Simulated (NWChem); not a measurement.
Program: NWChem. System: CH₅AlO, charge 0, spin multiplicity 1, at a geometry optimised with B3LYP/def2-SVP. The structure started from a generated list of species. Level: MP2/pcseg-2, 7 core orbitals frozen.

NWChem printed:

```
             Northwest Computational Chemistry Package (NWChem) 7.3.0
             --------------------------------------------------------

                                NWChem Input Module
                                -------------------

 Scaling coordinates for geometry "geometry" by  1.889725989
 (inverse scale =  0.529177249)

 Turning off AUTOSYM since
 SYMMETRY directive was detected!

                             Geometry "geometry" -> ""
                             -------------------------

 Output coordinates in angstroms (scale by  1.889725989 to convert to a.u.)

  No.       Tag          Charge          X              Y              Z
 ---- ---------------- ---------- -------------- -------------- --------------
    1 Al                  13.0000    -1.03291600    -0.65300500     0.00000000
    2 H                    1.0000    -1.20336900    -2.22003200     0.00000000
    3 H                    1.0000    -2.23334000     0.38209800     0.00000000
    4 O                    8.0000     0.56823800    -0.08318500     0.00000000
    5 C                    6.0000     1.29531300     1.10885900     0.00000000
    6 H                    1.0000     0.64946100     2.00888100     0.00000000
    7 H                    1.0000     1.94868800     1.16522100     0.88994900
    8 H                    1.0000     1.94868800     1.16522100    -0.88994900

 Effective nuclear repulsion energy (a.u.)     100.6351406683

            Nuclear Dipole moment (a.u.)
            ----------------------------
        X                 Y               Z
 ---------------- ---------------- ----------------
     0.0000037795    -0.0000037795     0.0000000000

      Symmetry information
      --------------------

 Group name             Cs
 Group number              2
 Group order               2
 No. of unique centers     7

      Symmetry unique atoms

     1    2    3    4    5    6    7


 Summary of "ao basis" -> "" (spherical)
 ------------------------------------------------------------------------------
       Tag                 Description            Shells   Functions and Types
 ---------------- ------------------------------  ------  ---------------------
 *                          pcseg-2                   on all atoms

 Summary of "ao basis" -> "ao basis" (spherical)
 ------------------------------------------------------------------------------
       Tag                 Description            Shells   Functions and Types
[...]
    3 H    1     1.32   0.37  0.69  0.24  0.00  0.01  0.00
    4 O    8     8.85   2.00  0.58  0.88  0.34  1.98  2.30  0.74  0.00  0.02  0.00
    5 C    6     5.57   2.00  0.52  0.33  0.06  1.26  1.15  0.15  0.02  0.08  0.01
    6 H    1     1.05   0.43  0.53  0.04  0.01  0.04  0.00
    7 H    1     1.03   0.43  0.52  0.03  0.01  0.03  0.00
    8 H    1     1.03   0.43  0.52  0.03  0.01  0.03  0.00

       Multipole analysis of the density wrt the origin
       ------------------------------------------------

     L   x y z        total         open         nuclear
     -   - - -        -----         ----         -------
     0   0 0 0     -0.000000      0.000000     32.000000

     1   1 0 0     -0.064758      0.000000      0.000004
     1   0 1 0      0.364374      0.000000     -0.000004
     1   0 0 1      0.000000      0.000000      0.000000

     2   2 0 0    -21.070502      0.000000    146.315593
     2   1 1 0      1.513783      0.000000     88.106777
     2   1 0 1     -0.000000      0.000000      0.000000
     2   0 2 0    -21.638433      0.000000     88.568799
     2   0 1 1     -0.000000      0.000000      0.000000
     2   0 0 2    -17.089238      0.000000      5.656632

                   NWChem MP2 Semi-direct Energy/Gradient Module
                   ---------------------------------------------

  Basis functions       =    164
  Molecular orbitals    =    164
  Frozen core           =      7
  Frozen virtuals       =      0
  Active alpha occupied =      9
  Active beta occupied  =      9
  Active alpha virtual  =    148
  Active beta virtual   =    148
  Use MO symmetry       = T
  Use skeleton AO sym   = T

  AO/Fock/Back tols     =   1.0D-09  1.0D-09  1.0D-09

 GA uses MA = F    GA memory limited = T

 Available:
  local mem=  1.26D+08
 global mem=  1.44D+08
 local disk=  0.00D+00
  mp2_memr nvloc                   148
  nvloc new                   148
   1 passes of   9:        5242880                     121441                  57276454.
   1 passes of   9: M    126146709           G      144125408           F     120903829.

 Semi-direct pass number   1 of   1  for RHF alpha+beta  at       13.3s
  vrange nnbf                 12637
  mp2_eaftype                   218  avail_ma_in_mb                  1099
 EAF : mp2_eaftype filesize         218   28638227.
  mp2_eaf for mointskh                    218
Node 0 wrote    134.7 Mb in      0.2 s     Agg I/O rate:   676.4 Mb/s
 Done moints_semi at       28.4s
  mp2_eaftype                   218  avail_ma_in_mb                   881
 EAF : mp2_eaftype filesize         218   28638227.
  mp2_eaf for kh                   218
 Done maket at       29.0s
 Done multipass loop at       29.0s

          -------------------------------------------
          SCF energy                -357.634683047862
          Correlation energy          -0.490971884003
          Singlet pairs               -0.333384480942
          Triplet pairs               -0.157587403062
          Total MP2 energy          -358.125654931866
          -------------------------------------------

          ---------------------------------------------------
                    Spin Component Scaled (SCS) MP2
          Same spin pairs                     -0.105058268708
          Same spin scaling factor             0.333333333333
          Opposite spin pairs                 -0.385913615296
          Opposite spin scaling fact.          1.200000000000
          SCS-MP2 correlation energy          -0.498115761257
          Total SCS-MP2 energy              -358.132798809119
          ---------------------------------------------------

 -----------------------
 Performance information
 -----------------------

 Timer overhead =  1.24D-07 seconds/call

               Nr. of calls         CPU time (s)                 Wall time (s)                GFlops
             ---------------    -------------------     ------------------------------   -------------------
Name         Min   Avg   Max    Min     Avg     Max     Min     Avg     Max   Mx/calls   Min     Max     Sum
mp2: moin     1     1     1    15.     15.     15.      15.     15.     15.     15.      0.0     0.0     0.0
mp2: make     1     1     1   0.59    0.59    0.59     0.59    0.59    0.59    0.59      0.0     0.0     0.0
mp2: tota     1     1     1    16.     16.     16.      16.     16.     16.     16.      0.0     0.0     0.0

 The average no. of pstat calls per process was 3.00D+00
 with a timing overhead of 3.71D-07s

 Task  times  cpu:       29.0s     wall:       29.0s

 Total times  cpu:       29.0s     wall:       29.0s
```

Write an NWChem input that would produce this output.

Several could match; the one computed here: 
```
start mol
memory heap 200 mb stack 900 mb global 1100 mb
geometry units angstroms nocenter noautoz
  Al    -1.032916    -0.653005     0.000000
  H     -1.203369    -2.220032     0.000000
  H     -2.233340     0.382098     0.000000
  O      0.568238    -0.083185     0.000000
  C      1.295313     1.108859     0.000000
  H      0.649461     2.008881     0.000000
  H      1.948688     1.165221     0.889949
  H      1.948688     1.165221    -0.889949
  symmetry group Cs
end
basis spherical
  * library pcseg-2
end
scf
  rhf
  nopen 0
  maxiter 100
  thresh 1e-7
  semidirect memsize 60000000 filesize 0
end
mp2
  freeze core 7
end
task mp2 energy
```
